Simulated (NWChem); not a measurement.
Molecule: CdSiH$_{3}$OCl; SMILES [SiH3][O][Cd][Cl]

```xyz
7

Cd     0.4343    -0.4359     0.0122
Cl    -0.2256    -2.6196    -0.0196
O      1.1185     1.4178     0.0434
Si     0.2690     2.8568    -0.0095
H     -0.5575     2.9901    -1.2688
H      1.2614     3.9868     0.0328
H     -0.6800     3.0068     1.1582
```
Atoms are numbered in this order, from 1.

Level: PBE-D3(BJ)/def2-SVP with def2 effective core potentials on Cd (NWChem), optimised geometry, unscaled harmonic frequencies. def2 effective core potentials on Cd; no spin-orbit coupling.

```csv
frequency (cm⁻¹),IR intensity (km/mol)
57,0.4
59,2.1
112,11.8
135,7.6
354,11.1
478,26.3
694,46.1
704,40.5
907,66.7
917,60.3
926,349.3
972,352.7
2119,173.6
2123,114.4
2166,140.4
```

```json
{
  "zero_point_energy": "18.2 kcal/mol",
  "thermal correction to the enthalpy at 298.15 K (with zero-point energy)": "23.1 kcal/mol",
  "heat capacity Cv": "20.2 cal/(mol K)",
  "entropy at 298.15 K and 1 atm (symmetry number 1)": "87.1 cal/(mol K)"
}
```

Rigid rotor and harmonic oscillator; modes under 100 cm⁻¹ make the entropy uncertain.
